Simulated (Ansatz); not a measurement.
A nudged elastic band was laid between two geometries of BrH + H6Si2 (10 atoms, charge 0, multiplicity 1).

Level of theory: RKS PBE/def2-SVP (Ansatz).

```json
{"movable images": "9", "climbing image": "yes", "spring": "0.1 eV/Å²", "optimiser": "quadratic models (default)", "start path": "through a guess of the saddle point", "force threshold": "0.05 eV/Å", "iteration limit": "60", "end points": "relaxed"}
```

First end point:

```xyz
10
Properties=species:S:1:pos:R:3
Si 0.129 0.094 -0.260
H -0.060 -0.207 1.211
Si 2.422 -0.019 -0.787
H 2.941 -1.405 -0.508
H 2.626 0.294 -2.246
H 3.199 0.971 0.039
H -0.417 1.470 -0.524
H -0.670 -0.912 -1.044
Br -3.304 -0.119 2.298
H -1.904 -0.167 1.956
```

Last end point:

```xyz
10
Properties=species:S:1:pos:R:3
Si -0.468 -0.110 -1.035
H 0.170 1.199 3.248
Si 1.839 -0.264 -0.592
H 2.242 -1.714 -0.554
H 2.618 0.439 -1.676
H 2.142 0.378 0.734
H -0.947 1.315 -1.045
H -0.832 -0.749 -2.345
Br -1.578 -1.204 0.598
H -0.223 0.710 2.803
```

Task: Which bonds break or form, and what moves?

Result: Bonds broken: Si1–H2, Br9–H10. Bonds formed: Si1–Br9, H2–H10. BrH + H6Si2 becomes BrH5Si2 + H2.

Task: What energy profile does the band end with?

Result: It converged. The highest image is number 5 of 0 to 10, 140.7 kJ/mol above the first end and 194.8 kJ/mol above the last; the last end lies 54.1 kJ/mol below the first. Another band between the same ends (9 images) ends at a top of the same energy, where a vibrational analysis finds 1 clearly imaginary mode. The orbitals stay closed-shell, which can raise the energy where a bond breaks towards radicals; this wasn't checked here.

```tsv
image	path coordinate (Å)	energy (kJ/mol)	Si1–H2 (Å)	Br9–H10 (Å)	Si1–Br9 (Å)
0	0.00	0.0	1.51	1.44	4.29
1	0.73	0.1	1.51	1.44	4.37
2	1.45	0.6	1.51	1.44	4.22
3	2.15	10.5	1.52	1.45	3.74
4	2.83	57.5	1.55	1.50	3.24
5	3.51	140.7	1.73	1.78	2.76
6	4.30	34.5	2.21	2.18	2.36
7	5.10	-31.0	2.81	2.56	2.27
8	5.91	-49.5	3.42	2.92	2.26
9	6.74	-53.1	3.91	3.10	2.26
10	7.59	-54.1	4.52	3.22	2.26
```

Task: What is the geometry of the highest image?

Result: 
```xyz
10
Properties=species:S:1:pos:R:3
Si -0.264 0.209 -0.221
H 0.135 0.358 1.454
Si 2.059 -0.095 -0.573
H 2.445 -1.474 -0.106
H 2.377 0.026 -2.041
H 2.843 0.922 0.211
H -0.706 1.639 -0.312
H -0.961 -0.615 -1.274
Br -2.247 -0.910 1.343
H -0.717 -0.061 1.653
```

Run time: 4.1 min on 2 threads of Arm Neoverse V2, with other jobs on the host, peak memory 0.15 GiB.
